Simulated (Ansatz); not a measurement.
Ca₂S⁺. Total charge 1; doublet. Geometry PBE-D4/def2-TZVP; atoms count from 1.

```xyz
3

Ca   -1.250   -1.529    1.387
Ca    1.166    1.738   -1.201
S     0.084   -0.209   -0.186
```

Another isomer (doublet) lies 0.05 eV lower at PBE0-D4/def2-TZVP.

(1) Estimate the Mulliken populations from the PBE0/def2-TZVP orbitals of Ansatz.

(2) Where does the spin sit?

(3) And the Mayer bond orders between bonded heavy atoms (over 0.3)?

Answers

(1) 
```json
{"atom": "Ca1", "charge (e)": "0.99", "spin (α − β)": "0.52"}
{"atom": "Ca2", "charge (e)": "0.99", "spin (α − β)": "0.51"}
{"atom": "S3", "charge (e)": "-0.98", "spin (α − β)": "-0.03"}
```
Mulliken values and Mayer orders depend strongly on the basis.

(2) Summed by element: Ca 1.03, S -0.03, of 1 unpaired in all. Largest on single atoms: Ca1 0.52, Ca2 0.51, S3 -0.03.

(3) Ca1–S3 0.87 (2.45 Å); Ca2–S3 0.87 (2.45 Å). Values over 0.3 also appear between atoms too far apart for a bond (Ca1–Ca2 0.52 at 4.82 Å); they arise where an orbital or an unpaired electron spreads over both atoms.
